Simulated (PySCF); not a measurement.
# Ti: excitation energy

Ti [Ar] 3d2 4s2 (3F) → Ti [Ar] 3d2 4s1 4p1 (high-spin determinant), as a difference of total energies. All numbers are calculated (PySCF 2.14, the non-relativistic Hamiltonian (point nucleus), in aug-cc-pwCVTZ (10s9p7d4f3g, 127 functions)). Correlated levels: valence: [Ar] frozen; valence and next inner shell: [Ne] frozen; nothing frozen. The calculations carry no spin-orbit coupling.

```json
{"method": "UHF", "excitation energy (eV)": "0.986"}
{"method": "LDA", "excitation energy (eV)": "2.092"}
{"method": "PBE", "excitation energy (eV)": "1.891"}
{"method": "PBE0", "excitation energy (eV)": "1.780"}
{"method": "r2SCAN", "excitation energy (eV)": "1.602"}
{"method": "wB97X-V", "excitation energy (eV)": "1.905"}
{"method": "wB97M-V", "excitation energy (eV)": "2.139"}
{"method": "BP86", "excitation energy (eV)": "1.971"}
{"method": "MP2 (valence)", "excitation energy (eV)": "1.696"}
{"method": "SCS-MP2 (valence)", "excitation energy (eV)": "1.949"}
{"method": "MP2 (valence and next inner shell)", "excitation energy (eV)": "1.888"}
{"method": "SCS-MP2 (valence and next inner shell)", "excitation energy (eV)": "2.059"}
{"method": "MP2 (all electrons)", "excitation energy (eV)": "1.891"}
{"method": "SCS-MP2 (all electrons)", "excitation energy (eV)": "2.060"}
```

**Question.** How much does correlation contribute at MP2 (all electrons)?

**Answer.** 1.891 − (0.986) = 0.905 eV, measured against UHF.

A first-order spin-orbit estimate (lowest level to lowest level, LS coupling) adds -0.008 eV.

The determinant of the upper state mixes LS terms, which raises its energy above the lowest term, most at the Hartree-Fock and MP2 levels.
